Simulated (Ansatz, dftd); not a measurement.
System: SOF, charge 0, doublet. SOF (SMILES O=[S]F, doublet).
B3LYP-D3(BJ)/def2-TZVP minimum from Ansatz (an electronic-structure program):
```xyz
3

O     -1.2135    -0.4937     0.0699
S     -0.1129     0.4581    -0.0167
F      1.2793    -0.3756    -0.0325
```
Charge 0, spin multiplicity 2.

Property: atomisation energy (electronic, to ground-state atoms), in kcal/mol. UHF or UKS for unpaired electrons; spin-orbit terms are left out. Correlated methods leave the cores frozen. Rows without X2C or -DK are non-relativistic. CBS(X,Y): correlation extrapolated as X^-3, Hartree-Fock from the larger set (Q,5: extrapolated as (X+1)exp(-9√X)). A bracket is a step between two methods taken in the basis named. Functionals run without relativity, which enters their misses. Double hybrids freeze cores in their MP2 part. '+ core + X2C': CCSD(T) terms for core correlation (cc-pwCVTZ, 1s frozen past Ne) and scalar relativity (cc-pVTZ-DK). The UHF reference of FOS (O=[S]F, doublet) is spin-contaminated (<S^2> up to 0.04 over the pure value in the sets run).

Compared with CCSD(T)/CBS(cc-pV(Q+d)Z,cc-pV(5+d)Z) + [CCSDT(Q) - CCSD(T)]/cc-pV(T+d)Z + core + X2C (Ansatz): 213.6 kcal/mol.

Costs are rough ratios of core time, to one figure, on one kind of shared machine, summed over the single points of the molecules; atoms, geometries and frequencies are left out. The first row took roughly 6 core seconds; short runs hold start-up time.

```
level                                                     program  cost relative to the first row
-------------------------------------------------  --------------  ------------------------------
PBE-D3(BJ)/def2-TZVPD                              Ansatz + dftd3                               1
PBE/def2-TZVPD                                             Ansatz                               1
B2GP-PLYP-D4/def2-TZVPD                            Ansatz + dftd4                               2
CCSD(T)/cc-pV(T+d)Z                                        Ansatz                               4
CCSD(T)/cc-pV(Q+d)Z                                        Ansatz                              20
CCSD(T)/CBS(cc-pV(T+d)Z,cc-pV(Q+d)Z) + core + X2C          Ansatz                              70
CCSDT(Q)/cc-pV(T+d)Z                                       Ansatz                             700
```

### Question
Among the rows that cost no more than CCSD(T)/cc-pV(T+d)Z, which comes nearest?

### Answer
B2GP-PLYP-D4/def2-TZVPD.
```
level                                              difference (kcal/mol)
-------------------------------------------------  ---------------------
PBE-D3(BJ)/def2-TZVPD                                               21.7
PBE/def2-TZVPD                                                      21.0
B2GP-PLYP-D4/def2-TZVPD                                             -6.3
CCSD(T)/cc-pV(T+d)Z                                                -16.7
CCSD(T)/cc-pV(Q+d)Z                                                 -7.5
CCSD(T)/CBS(cc-pV(T+d)Z,cc-pV(Q+d)Z) + core + X2C                   -2.4
CCSDT(Q)/cc-pV(T+d)Z                                               -16.0
```
